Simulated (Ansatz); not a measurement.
Compare A (`[SiH3]O[SiH2]CCl`) with its isomer B (`C[SiH2]O[SiH2]Cl`).

Program: Ansatz. Geometries: PBE0-D4/def2-TZVP. ΔE: electronic, gas phase. CCSD(T)/CBS adds triple-zeta CCSD(T) − MP2 to the extrapolated MP2 energy (def2 sets, frozen cores). DFT in def2-TZVPP. B3LYP here is the variant with VWN-RPA as its local correlation; programs differ in this. Each species was taken in one conformer, which may not be the lowest.

Q: Which isomer does CCSD(T)/CBS put lower? Give the gap. (An estimate is asked.)

A: Ansatz gave: B, by 186.3 kJ/mol.

Q: Give E(B) − E(A) in kJ/mol with CCSD(T)/def2-SVP, PBE0-D4, r2SCAN-D4, CCSD(T)/def2-TZVPP, B2PLYP, B3LYP-D4, PBE-D4. (Best estimate.)

A: Computed: CCSD(T)/def2-SVP -178.4, PBE0-D4 -186.0, r2SCAN-D4 -190.6, CCSD(T)/def2-TZVPP -184.4, B2PLYP -187.3, B3LYP-D4 -182.9, PBE-D4 -181.1. None reverses the order clearly.

Q: Does the order hold for the free energy at 298.15 K (harmonic terms from PBE0-D4)? (An estimate is asked.)

A: Ansatz gave: Yes: G(B) − G(A) = -183.8 kJ/mol, for one conformer each. Modes under 60 cm⁻¹, often nearly free rotors, make the harmonic entropy too high.

Largest T1 diagnostic: 0.011.

From PBE to PBE0 (25 % exact exchange), in def2-TZVPP and without D4, E(B) − E(A) moves by −4.7 kJ/mol. At CCSD(T), def2-SVP lies +7.9 kJ/mol from the extrapolated value and def2-TZVPP +1.8 kJ/mol.
